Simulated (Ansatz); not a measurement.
Basis-set series for C$_{3}$H$_{9}$FS$_{3}$Zr (`C[S][Zr]([F])([S]C)[S]C`). Total charge 0; spin multiplicity 1. Zr takes the def2 core potential. All single points use the PBE0-D4/def2-TZVP geometry. It is one conformer, not always the lowest.

```tsv
functional	basis	functions	energy (Eh)	HOMO (eV)	LUMO (eV)
PBE0-D4	def2-SVP	186	-1460.23325	-6.91	-1.77
PBE0-D4	def2-QZVPP	789	-1460.96501	-6.93	-1.80
ωB97M-V	def2-SVP	186	-1460.63214	-8.99	0.24
ωB97M-V	def2-QZVPP	789	-1461.36979	-9.04	0.11
```

(1) Give the rows for def2-TZVPP. (Estimate.)

Answers

(1) The calculation gave: 
| functional | basis | functions | energy (Eh) | HOMO (eV) | LUMO (eV) |
| --- | --- | --- | --- | --- | --- |
| PBE0-D4 | def2-TZVPP | 432 | -1460.91431 | -6.92 | -1.78 |
| ωB97M-V | def2-TZVPP | 432 | -1461.32122 | -9.02 | 0.17 |

Positive LUMOs are unbound and depend on the basis.

Computed with Ansatz.
